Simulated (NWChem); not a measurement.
System: C₃H₇O₂, doublet; SMILES COCC[O]

The following NWChem deck was run.

```
start job
memory heap 200 mb stack 900 mb global 1100 mb
geometry units angstroms noautosym nocenter noautoz
  C      0.573183     1.936249     0.173752
  O     -0.517300     1.212102    -0.308682
  C     -0.673207    -0.055514     0.253842
  C      0.247873    -1.102546    -0.384328
  O      0.133762    -2.338920     0.135211
  H      0.515427     2.085679     1.269909
  H      1.546571     1.456615    -0.050850
  H      0.562941     2.921142    -0.313644
  H     -1.717246    -0.359963     0.079985
  H     -0.506995    -0.049065     1.349470
  H      0.159203    -1.084653    -1.494781
  H      1.314410    -0.817823    -0.199103
end
basis spherical
  C library iglo-ii
  O library iglo-ii
  H library iglo-ii
end
dft
  odft
  mult 2
  xc bhlyp
  iterations 150
end
property
  hyperfine
end
task dft property
```

Output (shortened):

```
             Northwest Computational Chemistry Package (NWChem) 7.3.0
             --------------------------------------------------------

                             Geometry "geometry" -> ""
                             -------------------------

 Output coordinates in angstroms (scale by  1.889725989 to convert to a.u.)

  No.       Tag          Charge          X              Y              Z
 ---- ---------------- ---------- -------------- -------------- --------------
    1 C                    6.0000     0.57318300     1.93624900     0.17375200
    2 O                    8.0000    -0.51730000     1.21210200    -0.30868200
    3 C                    6.0000    -0.67320700    -0.05551400     0.25384200
    4 C                    6.0000     0.24787300    -1.10254600    -0.38432800
    5 O                    8.0000     0.13376200    -2.33892000     0.13521100
    6 H                    1.0000     0.51542700     2.08567900     1.26990900
    7 H                    1.0000     1.54657100     1.45661500    -0.05085000
    8 H                    1.0000     0.56294100     2.92114200    -0.31364400
    9 H                    1.0000    -1.71724600    -0.35996300     0.07998500
   10 H                    1.0000    -0.50699500    -0.04906500     1.34947000
   11 H                    1.0000     0.15920300    -1.08465300    -1.49478100
   12 H                    1.0000     1.31441000    -0.81782300    -0.19910300

 Effective nuclear repulsion energy (a.u.)     182.0251507508

                              NWChem Property Module
                              ----------------------

  itol2e modified to match energy
  convergence criterion.

                                 NWChem DFT Module
                                 -----------------

 Summary of "ao basis" -> "ao basis" (spherical)
 ------------------------------------------------------------------------------
       Tag                 Description            Shells   Functions and Types
 ---------------- ------------------------------  ------  ---------------------
 C                          iglo-ii                 10       22   5s4p1d
 O                          iglo-ii                 10       22   5s4p1d
 H                          iglo-ii                  4        6   3s1p

  itol2e modified to match energy
  convergence criterion.

            General Information
            -------------------
          SCF calculation type: DFT
          Wavefunction type:  spin polarized.
          No. of atoms     :    12
          No. of electrons :    41
           Alpha electrons :    21
            Beta electrons :    20
          Charge           :     0
          Spin multiplicity:     2
          Use of symmetry is: off; symmetry adaption is: off
          Maximum number of iterations: 150
          AO basis - number of functions:   152
                     number of shells:    78
          Convergence on energy requested:  1.00D-07
          Convergence on density requested:  1.00D-05
          Convergence on gradient requested:  5.00D-04

              XC Information
              --------------
                        BHLYP Method XC Functional
                     Hartree-Fock (Exact) Exchange  0.500
                        Slater Exchange Functional  0.500 local
                    Becke 1988 Exchange Functional  0.500 non-local
              Lee-Yang-Parr Correlation Functional  1.000

             Grid Information
             ----------------
          Grid used for XC integration:  fine
          Radial quadrature: Mura-Knowles
          Angular quadrature: Lebedev.
          Tag              B.-S. Rad. Rad. Pts. Rad. Cut. Ang. Pts.
          ---              ---------- --------- --------- ---------
          C                   0.70       70          12.0       590
          O                   0.60       70          13.0       590
          H                   0.35       60          12.0       590
          Grid pruning is: on
          Number of quadrature shells:   770
          Spatial weights used:  Erf1

      Superposition of Atomic Density Guess
      -------------------------------------

 Sum of atomic energies:        -266.05806975

      Non-variational initial energy
      ------------------------------

 Total energy =    -268.559815
 1-e energy   =    -722.330581
 2-e energy   =     271.745616
 HOMO         =      -0.295952
 LUMO         =       0.096488

[...]

          ----------------------
          Hyperfine Interactions
          ----------------------

 Total Spin Density (Fermi Contact Term)
 ------------------ --------------------
     Atom            x         y         z       Density (a.u.)      Aiso(MHz)     Aiso(Gauss)
     1  13-C      1.08316   3.65898   0.32834       0.000635          0.713955       0.254756
     2  17-O     -0.97756   2.29054  -0.58332      -0.000069          0.041628       0.014854
     3  13-C     -1.27218  -0.10491   0.47969       0.003514          3.949890       1.409417
     4  13-C      0.46841  -2.08351  -0.72627      -0.042058        -47.281143     -16.871059
     5  17-O      0.25277  -4.41992   0.25551       0.115501        -70.016304     -24.983516
     6   1-H      0.97402   3.94136   2.39978       0.000104          0.465557       0.166122
     7   1-H      2.92260   2.75260  -0.09609       0.000539          2.410810       0.860235
     8   1-H      1.06380   5.52016  -0.59270       0.000202          0.900741       0.321406
     9   1-H     -3.24512  -0.68023   0.15115      -0.000155         -0.690656      -0.246443
    10   1-H     -0.95808  -0.09272   2.55013      -0.000491         -2.193162      -0.782573
    11   1-H      0.30085  -2.04970  -2.82473       0.018731         83.723839      29.874697
    12   1-H      2.48387  -1.54546  -0.37625       0.053421        238.786288      85.204742

           -------------------------------------------
           Anisotropic Interaction (Spin-Dipolar Term)
           -------------------------------------------

 ------------------------------------------------------------
     Atom            x         y         z
 ------------------------------------------------------------
     1  13-C      1.08316   3.65898   0.32834

   Spin-Dipolar term (a.u.)
        xx             yy             zz             xy             xz             yz
 ------------------------------------------------------------------------------------------
      -0.001097       0.004690      -0.003592      -0.002161      -0.000824       0.001232

   Principal Comp. of -hf- tensor (au)            Anisotropic -hfcc- (MHz)               Anisotropic -hfcc- (Gauss)
 --------------------------------------------------------------------------------------------------------------------------
     -0.001743     0.005630    -0.003887      -0.233898     0.755445    -0.521547      -0.083460     0.269561    -0.186101

   Orientation of the principal axis of Hyperfine Tensor w.r.t absolute (molecular) frame
 --------------------------------------------------------------------------------------------------------------------------
      0.921227    -0.319260     0.222293
      0.344235     0.935164    -0.083485
     -0.181227     0.153430     0.971399

 ------------------------------------------------------------
     Atom            x         y         z
 ------------------------------------------------------------
     2  17-O     -0.97756   2.29054  -0.58332

   Spin-Dipolar term (a.u.)
        xx             yy             zz             xy             xz             yz
 ------------------------------------------------------------------------------------------
      -0.005492       0.005499      -0.000007      -0.008479      -0.006973       0.013212

   Principal Comp. of -hf- tensor (au)            Anisotropic -hfcc- (MHz)               Anisotropic -hfcc- (Gauss)
 --------------------------------------------------------------------------------------------------------------------------
     -0.010067     0.020821    -0.010754       0.728449    -1.506626     0.778177       0.259928    -0.537601     0.277672

   Orientation of the principal axis of Hyperfine Tensor w.r.t absolute (molecular) frame
 --------------------------------------------------------------------------------------------------------------------------
      0.919793    -0.385029     0.075722
      0.349350     0.715600    -0.604873
      0.178707     0.582812     0.792713

 ------------------------------------------------------------
     Atom            x         y         z
 ------------------------------------------------------------
     3  13-C     -1.27218  -0.10491   0.47969

   Spin-Dipolar term (a.u.)
        xx             yy             zz             xy             xz             yz
 ------------------------------------------------------------------------------------------
      -0.006436       0.016011      -0.009575      -0.015254      -0.007364       0.008180

   Principal Comp. of -hf- tensor (au)            Anisotropic -hfcc- (MHz)               Anisotropic -hfcc- (Gauss)
 --------------------------------------------------------------------------------------------------------------------------
     -0.016283     0.026842    -0.010558      -2.185088     3.601932    -1.416843      -0.779693     1.285257    -0.505564

   Orientation of the principal axis of Hyperfine Tensor w.r.t absolute (molecular) frame
 --------------------------------------------------------------------------------------------------------------------------
      0.778722    -0.450619    -0.436502
      0.218893     0.847197    -0.484091
      0.587944     0.281425     0.758368

 ------------------------------------------------------------
     Atom            x         y         z
 ------------------------------------------------------------
     4  13-C      0.46841  -2.08351  -0.72627

   Spin-Dipolar term (a.u.)
        xx             yy             zz             xy             xz             yz
 ------------------------------------------------------------------------------------------
      -0.009270       0.030202      -0.020932       0.005115       0.014047      -0.028641

   Principal Comp. of -hf- tensor (au)            Anisotropic -hfcc- (MHz)               Anisotropic -hfcc- (Gauss)
 --------------------------------------------------------------------------------------------------------------------------
     -0.002241     0.043051    -0.040810      -0.300752     5.777033    -5.476282      -0.107315     2.061386    -1.954070

   Orientation of the principal axis of Hyperfine Tensor w.r.t absolute (molecular) frame
 --------------------------------------------------------------------------------------------------------------------------
      0.903729    -0.021699    -0.427556
      0.194293     0.910724     0.364460
      0.381477    -0.412444     0.827264

 ------------------------------------------------------------
     Atom            x         y         z
 ------------------------------------------------------------
     5  17-O      0.25277  -4.41992   0.25551

   Spin-Dipolar term (a.u.)
        xx             yy             zz             xy             xz             yz
 ------------------------------------------------------------------------------------------
       2.542062      -1.719043      -0.823019       0.618247       2.068135       0.296456

   Principal Comp. of -hf- tensor (au)            Anisotropic -hfcc- (MHz)               Anisotropic -hfcc- (Gauss)
 --------------------------------------------------------------------------------------------------------------------------
      3.613782    -1.809088    -1.804694    -261.490786   130.904382   130.586403     -93.306257    46.709860    46.596397

   Orientation of the principal axis of Hyperfine Tensor w.r.t absolute (molecular) frame
 --------------------------------------------------------------------------------------------------------------------------
      0.895679     0.194886    -0.399723
      0.127521     0.748551     0.650700
      0.426025    -0.633791     0.645609

 ------------------------------------------------------------
     Atom            x         y         z
 ------------------------------------------------------------
     6   1-H      0.97402   3.94136   2.39978

   Spin-Dipolar term (a.u.)
        xx             yy             zz             xy             xz             yz
 ------------------------------------------------------------------------------------------
      -0.001719       0.002755      -0.001036      -0.000006      -0.000035       0.001479

   Principal Comp. of -hf- tensor (au)            Anisotropic -hfcc- (MHz)               Anisotropic -hfcc- (Gauss)
 --------------------------------------------------------------------------------------------------------------------------
     -0.001724     0.003264    -0.001539      -0.920025     1.741425    -0.821400      -0.328287     0.621383    -0.293095

   Orientation of the principal axis of Hyperfine Tensor w.r.t absolute (molecular) frame
 --------------------------------------------------------------------------------------------------------------------------
      0.985465    -0.003347    -0.169844
     -0.052134     0.945602    -0.321122
      0.161680     0.325309     0.931683

 ------------------------------------------------------------
     Atom            x         y         z
 ------------------------------------------------------------
     7   1-H      2.92260   2.75260  -0.09609

   Spin-Dipolar term (a.u.)
        xx             yy             zz             xy             xz             yz
 ------------------------------------------------------------------------------------------
      -0.001959       0.005683      -0.003724       0.001625      -0.000216       0.000294

[...]
```

Level: BHandHLYP/IGLO-II, spin-unrestricted, contact and dipolar terms. Structure relaxed at the PBE0/def2-SVP, spin-unrestricted level. Not confirmed as a minimum by frequencies. No stability test was run on the SCF state.
